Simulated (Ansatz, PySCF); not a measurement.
InI₂, SMILES [I][In+][I], charge +1.

The structure is a stationary point at B3LYP-D3(BJ)/def2-SVP. The spin state was assumed, not searched. The isomer is the one that the SMILES or the coordinates give; other isomers of the formula were not compared. The def2 effective core potentials stand for the cores of I, In; spin–orbit coupling is left out.

Vertical ionisation energy (IE) and electron affinity (EA) in eV. Rows of orbital energies are one-electron estimates. Where ΔSCF, EOM or ADC give a negative EA the extra electron is unbound and the value depends on the basis.

```
level                                                                        IE    EA
------------------------------------------------------------------------  -----  ----
−ε(HOMO), −ε(LUMO), PBE0/def2-TZVPD (PySCF)                                 ___   ___
−ε(HOMO), −ε(LUMO), PBE/def2-TZVPD (PySCF)                                11.75  9.36
ΔSCF, CAM-B3LYP/def2-SVPD (Ansatz), final states of multiplicity 2 and 2  15.03  7.04
ΔSCF, PBE/def2-SVPD (Ansatz), final states of multiplicity 2 and 2        14.39  6.94
```

What belongs in the gaps? (The exact figures need the calculation; the answer reports its results.)


- −ε(HOMO), −ε(LUMO), PBE0/def2-TZVPD (PySCF), IE: 12.86
- −ε(HOMO), −ε(LUMO), PBE0/def2-TZVPD (PySCF), EA: 8.62

What vertical singlet–triplet gap does ΔSCF give with CAM-B3LYP/def2-SVPD (Ansatz, a quantum-chemistry and plane-wave program) and with PBE/def2-SVPD (Ansatz)? (Estimate from the structure and the level; the computed values follow.)

2.82 and 2.29 eV (triplet above singlet where positive).
